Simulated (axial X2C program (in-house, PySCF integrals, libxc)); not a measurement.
**InB at several levels of theory**

Computed with an in-house relativistic program for diatomic molecules. Spin-free means the one-electron spin-free X2C Hamiltonian; two-component (2c) means X2C with spin–orbit coupling and atomic mean-field two-electron Coulomb and Gaunt terms, so the difference of the two also holds small scalar two-electron terms. Basis: In dyall-cv3z [11s12p9d4f1g], B dyall-v3z [7s6p2d1f] (cores contracted in-house); Gaussian nuclei, density fitting, unrestricted open shells. Masses: In 114.904 u, B 11.009 u.

State, spin-free: M_S = 1, Λ = 0 (beyond evenly filled blocks: π+α, π-α); electrons by block: σα: 12, σβ: 12, π+α: 6, π+β: 5, π-α: 6, π-β: 5, δ+α: 2, δ+β: 2, δ-α: 2, δ-β: 2. Fragments: In + B.

State, 2c: Ω = 1 (⟨Sz⟩ = 0.98, ⟨Lz⟩ = 0.02 at B3LYP); electrons by block: 1/2: 17, -1/2: 18, 3/2: 8, -3/2: 7, 5/2: 2, -5/2: 2. Fragments: In + B.

| Hamiltonian | level | Re (Å) | ωe (cm⁻¹) | αe (cm⁻¹) | De (eV) | k (mdyn/Å) | μ (D) |
| --- | --- | --- | --- | --- | --- | --- | --- |
| spin-free | PBE0 | 2.212 | 468.8 | 0.00319 | 1.70 | 1.3 | -2.38 |
| spin-free | HF | 2.229 | 459.9 | 0.00306 | 0.667 | 1.25 | -2.71 |
| spin-free | CCSD | 2.270 | 445.7 | 0.00288 | 1.12 | 1.18 | n/a |
| spin-free | CCSD(T) | 2.271 | 447.8 | 0.00297 | 1.30 | 1.19 | n/a |
| spin-free | B3LYP | 2.240 | 438.8 | 0.0034 | 1.49 | 1.14 | -2.33 |
| 2c | B3LYP | 2.244 | 430.8 | 0.00372 | n/a | 1.1 | -2.32 |

Correlated methods: 6 electrons correlated (number of frozen shells: In 4 s, 3 p, 2 d; B 1 s), 238 virtual spin orbitals or spinors in MP2, 90 natural virtuals in coupled cluster.

Dipoles are positive if B is the positive end.

Dissociation energies refer to the lowest single-determinant-based atoms at the same level and basis. De is not given where an atomic determinant may have missed its ground term or J level, or where the truncated virtual space spoils (T). Density functionals use the spin component along the axis (collinear). Coupled cluster ran in a truncated set of natural virtual spinors; the MP2 energy of the rest was added. (T) has no such correction and the atoms are truncated less, which lowers De at CCSD(T) by a hundredth of an eV or more. Without a current term, density functionals place determinants with orbital angular momentum somewhat too high. The state is one determinant with fixed occupations, lowest in a PBE0 search at one distance only: followed along the bond, the spin-free determinant M_S = 1, Λ = 1 reaches 0.02 eV lower at PBE0, at Re = 2.419 Å, so the state shown is not the lowest. With several unpaired electrons one determinant need not be a pure state. Open-shell Ω = 0 determinants with evenly filled partner blocks cannot be reached by this program, so the Ω shown need not be the lowest component. This is the Ω = 1 component of a π² triplet; the 0⁺ component is not one determinant and can lie lowest. Some points did not converge and are left out. The determinant is spin-polarised beyond a pure state at some levels (its spin-free form has ⟨S²⟩ too high), which makes Re and μ there less reliable. The T1 diagnostic is large, a sign of multireference character. With the outer-core shells frozen, correlated bond lengths of heavy atoms tend to come out a few hundredths of an ångström too long.

No reliable constants came from CCSD (2c), CCSD(T) (2c), HF (2c), MP2 (2c), MP2 (spin-free), PBE0 (2c): no minimum in range, unconverged points, a curve that is not smooth, a change of character along it, or the two Hamiltonians disagreeing along it.

Rough cost a point (2c) on 1 thread(s) of a shared host, integrals apart: B3LYP 2.4 s.

The whole task took 2.1 min on 1 thread of Arm Neoverse V1 (shared host).
